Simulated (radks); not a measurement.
Values are calculated unless marked as measured or tabulated.
Task: Excited configurations of the iron ion Fe2+: one electron is placed in a higher orbital outside [Ar] 3d5. The ground configuration is [Ar] 3d6. Level of theory: Dirac Kohn-Sham, PBE, spin-unpolarised, spherical densities, point nucleus; open shells fill j = l - 1/2 first (a radial shooting solver on a logarithmic mesh with Libxc functionals). Excitation = E - E(ground); binding = E(ion) - E, where the ion is the core of charge +3; n* = 3/sqrt(2 binding) in atomic units, and the quantum defect is n - n*.

outer orbital  excitation (eV)  binding (eV)     n*  quantum defect  eigenvalue (eV)  <r> (bohr)
4f5/2                   26.328         7.791  3.965           0.035           -6.227       5.828
5s1/2                   21.658        12.461  3.135           1.865          -10.670       5.045
6d3/2                   29.270         4.849  5.025           0.975           -4.150       12.01
6f5/2                   30.446         3.673  5.774           0.226           -3.122       15.10
7s1/2                   29.330         4.789  5.056           1.944           -4.158       13.13
7p1/2                   29.846         4.273  5.353           1.647           -3.710       14.42
7d3/2                   30.688         3.431  5.974           1.026           -2.972       17.42

Estimate the row for 4d3/2.

Result: excitation (eV) 21.742; binding (eV) 12.377; n* 3.145; quantum defect 0.855; eigenvalue (eV) -9.983; <r> (bohr) 4.048. The Delta-SCF ionisation energy is 34.119 eV (NIST Atomic Spectra Database: 30.65 eV, measured). Self-interaction in the functional shifts the binding energies and quantum defects, so they are the method's values and not measured ones. Spin polarisation and multiplet splitting are left out, so open shells lie too high by an amount that depends on their filling.

Beside tabulated values, note that spin-unpolarised runs miss the spin-polarisation part of the exchange energy of open shells.
